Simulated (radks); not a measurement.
Spherical quantum dot in the effective-mass picture: electrons in a hard-walled sphere of radius 1.51, all in effective atomic units (hartree* = m*/eps^2 hartree, bohr* = eps/m* bohr), one dielectric constant everywhere. Calculated with a radial shooting solver with Libxc functionals: non-relativistic Kohn-Sham, exchange-only LDA, spin-polarised, spherical densities. Levels are named by radial order and angular momentum (1s, 1p, 1d, 2s, ...), and open shells are averaged over m. Each electron was tried in the lowest free levels, single moves between levels near the top were tried too, and the lowest total energy was kept; such a search can miss a lower state. At N = 1 the Hartree and exchange-correlation terms need not cancel, so that row can carry a self-interaction error.

N	open shells	2S	E (hartree*)	mu = E(N) - E(N-1) (hartree*)	addition energy mu(N+1) - mu(N) (hartree*)	e(HOMO) (hartree*)
1	1s(up 1, down 0)	1	2.24390	2.2439	1.163	2.6624
2	none	0	5.65063	3.4067	2.943	3.8091
3	1p(up 1, down 0)	1	12.0004	6.3497	0.8457	6.7653
4	1p(up 2, down 0)	2	19.1958	7.1954	0.8741	7.6297
5	1p(up 3, down 0)	3	27.2653	8.0695	1.196	8.5110
6	1p(up 3, down 1)	2	36.5307	9.2654	0.8248	9.6705
7	1p(up 3, down 2)	1	46.6209	10.090	0.8539	10.514
8	none	0	57.5651	10.944	3.422	11.376
9	1d(up 1, down 0)	1	71.9316	14.367	0.8240	14.777
10	1d(up 2, down 0)	2	87.1222	15.191	0.8307	15.605
11	1d(up 3, down 0)	3	103.143	16.021	0.8348	16.438
12	1d(up 4, down 0)	4	119.999	16.856	0.8375	17.274
13	1d(up 5, down 0)	5	137.693	17.693	1.120	18.113
14	1d(up 5, down 1)	4	156.506	18.814	0.8119	19.218
15	1d(up 5, down 2)	3	176.132	19.625	0.8188	20.034
16	1d(up 5, down 3)	2	196.576	20.444	0.8233	20.855
17	1d(up 5, down 4)	1	217.844	21.268	0.8262	21.680
18	none	0	239.937	22.094	3.484	22.508
19	2s(up 1, down 0)	1	265.515	25.577	1.252	26.102
20	none	0	292.345	26.830	0.8064	27.353
21	2s(up 1, down 0) 1f(up 2, down 0)	3	319.981	27.636	0.8052	28.038
22	2s(up 1, down 0) 1f(up 3, down 0)	4	348.422	28.441	0.8074	28.845
23	2s(up 1, down 0) 1f(up 4, down 0)	5	377.671	29.249	0.8084	29.653
24	2s(up 1, down 0) 1f(up 5, down 0)	6	407.729	30.057	0.8091	30.462
25	2s(up 1, down 0) 1f(up 6, down 0)	7	438.595	30.866	0.8096	31.271
26	2s(up 1, down 0) 1f(up 7, down 0)	8	470.271	31.676	1.080	32.113
27	2s(up 1, down 0) 1f(up 7, down 1)	7	503.027	32.756	0.7952	33.153
28	2s(up 1, down 0) 1f(up 7, down 2)	6	536.578	33.551	0.7973	33.950
29	2s(up 1, down 0) 1f(up 7, down 3)	5	570.927	34.349	-	34.748

All shells are closed at N = 2, 8, 18, 20 (there: 1s2 1p6 1d10 2s2); the second difference of the energy has clear peaks (12 % above both neighbours; the first and last values, which can be the largest, are not judged, and half-filled shells can peak too) at N = 2, 5, 8, 13, 18, 26.
